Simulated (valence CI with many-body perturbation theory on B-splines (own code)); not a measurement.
# Cs²³⁺: calculated level list

Level of theory: relativistic CI+MBPT: four valence electrons over a frozen Dirac-Fock core [Ar] 3d10, radial functions for each j: 9 s, 9 p, 8 d, 6 f, 3 g, 1 h, with the one-electron correlation potential Σ1 (screened to all orders), the two-electron term Σ2, the three-electron term Σ3, Breit, model QED; selected single and double excitations, second order for the rest, scaled by the run's own slope (own B-spline code, finite nucleus).

No measured spectrum was set against this ion. As an estimate, levels hold to about 250 cm⁻¹ or 0.2 % of their energy and the worst to 1 %, as in measured heavy ions of charge 2 to 7; those with d or f electrons hold less well.

Levels 1 to 32 of 32, with energies above the lowest level, (4s^2 4p1/2^2) J=0. "Leading %" is the weight of the configuration and term that name the level; weights of strongly mixed levels are sums over their largest components and can fall short, so below about 35 % the name and the second component can differ from the true leading terms, or belong to a minority configuration. In the jj column 3d3/2^4 stands for four electrons in 3d with j = 3/2.

```
No.  Configuration  Term  J  E (cm⁻¹)  Leading %               Leading jj      g    Second component
  1        4s2 4p2    3P  0         0         76      4s^2 4p1/2^2 (97 %)            22 % 4s2 4p2 1S
  2        4s2 4p2    3P  1    127870         99  4s^2 4p1/2 4p3/2 (99 %)  1.499                    
  3        4s2 4p2    1D  2    148490         55  4s^2 4p1/2 4p3/2 (97 %)  1.219     44 % 4s2 4p2 3P
  4        4s2 4p2    3P  2    292150         55      4s^2 4p3/2^2 (97 %)  1.278     43 % 4s2 4p2 1D
  5        4s2 4p2    1S  0    340810         76      4s^2 4p3/2^2 (96 %)            22 % 4s2 4p2 3P
  6         4s 4p3   5S°  2    537680         60  4s 4p1/2^2 4p3/2 (82 %)  1.759     29 % 4s 4p3 3P°
  7         4s 4p3   3D°  1    612490         54  4s 4p1/2^2 4p3/2 (80 %)  0.888     22 % 4s 4p3 3P°
  8         4s 4p3   3D°  2    664690         55  4s 4p1/2 4p3/2^2 (84 %)  1.432     28 % 4s 4p3 5S°
  9         4s 4p3   3D°  3    700790         94  4s 4p1/2 4p3/2^2 (94 %)  1.331   5 % 4s2 4p 4d 3D°
 10         4s 4p3   3P°  0    743610         95  4s 4p1/2 4p3/2^2 (95 %)                           
 11         4s 4p3   3P°  1    760220         56  4s 4p1/2 4p3/2^2 (84 %)  1.278     24 % 4s 4p3 3D°
 12         4s 4p3   1D°  2    763530         46  4s 4p1/2 4p3/2^2 (69 %)  1.130     18 % 4s 4p3 3D°
 13         4s 4p3   3S°  1    807090         46  4s 4p1/2 4p3/2^2 (82 %)  1.502     32 % 4s 4p3 1P°
 14      4s2 4p 4d   3F°  2    853820         63  4s^2 4p1/2 4d3/2 (71 %)  0.892     14 % 4s 4p3 3P°
 15         4s 4p3   3P°  2    884470         32        4s 4p3/2^3 (58 %)  1.158     31 % 4s 4p3 1D°
 16      4s2 4p 4d   3F°  3    914110         80  4s^2 4p1/2 4d5/2 (82 %)  1.103   9 % 4s2 4p 4d 3D°
 17      4s2 4p 4d   3P°  2    936230         49  4s^2 4p1/2 4d5/2 (86 %)  1.285  21 % 4s2 4p 4d 3D°
 18      4s2 4p 4d   3D°  1    936740         44  4s^2 4p1/2 4d3/2 (87 %)  0.868  24 % 4s2 4p 4d 3P°
 19         4s 4p3   1P°  1    963360         44        4s 4p3/2^3 (71 %)  1.266     32 % 4s 4p3 3S°
 20      4s2 4p 4d   3F°  4   1026700         98  4s^2 4p3/2 4d5/2 (98 %)  1.249                    
 21      4s2 4p 4d   1D°  2   1045900         39  4s^2 4p3/2 4d3/2 (73 %)  1.031  38 % 4s2 4p 4d 3D°
 22      4s2 4p 4d   3P°  0   1057200         94  4s^2 4p3/2 4d3/2 (94 %)                           
 23      4s2 4p 4d   3D°  3   1063700         60  4s^2 4p3/2 4d3/2 (60 %)  1.227  18 % 4s2 4p 4d 3F°
 24      4s2 4p 4d   3P°  1   1068900         65  4s^2 4p3/2 4d3/2 (79 %)  1.222  24 % 4s2 4p 4d 3D°
 25      4s2 4p 4d   3P°  2   1087900         44  4s^2 4p3/2 4d5/2 (71 %)  1.301  29 % 4s2 4p 4d 3D°
 26      4s2 4p 4d   1F°  3   1134100         72  4s^2 4p3/2 4d5/2 (70 %)  1.083  24 % 4s2 4p 4d 3D°
 27      4s2 4p 4d   1P°  1   1152400         75  4s^2 4p3/2 4d5/2 (82 %)  0.965  12 % 4s2 4p 4d 3D°
 28            4p4    3P  2   1190700         56   4p1/2^2 4p3/2^2 (78 %)  1.348         23 % 4p4 1D
 29            4p4    3P  0   1247100         42   4p1/2^2 4p3/2^2 (82 %)                42 % 4p4 1S
 30      4s 4p2 4d    5F  1   1252000         67  4s 4p1/2^2 4d3/2 (81 %)  0.287   18 % 4s 4p2 4d 3D
 31      4s 4p2 4d    5F  2   1268200         52  4s 4p1/2^2 4d3/2 (56 %)  1.161   20 % 4s 4p2 4d 5D
 32      4s 4p2 4d    5F  3   1301700         38  4s 4p1/2^2 4d5/2 (70 %)  1.370   33 % 4s 4p2 4d 5D
```

The ionisation energy to 4s2 4p 2P°_1/2 of the next ion comes out as 754.66 eV (NIST: 753 ± 4 eV (theoretical)). All 32 levels together are meant to be complete up to 1318900 cm⁻¹.
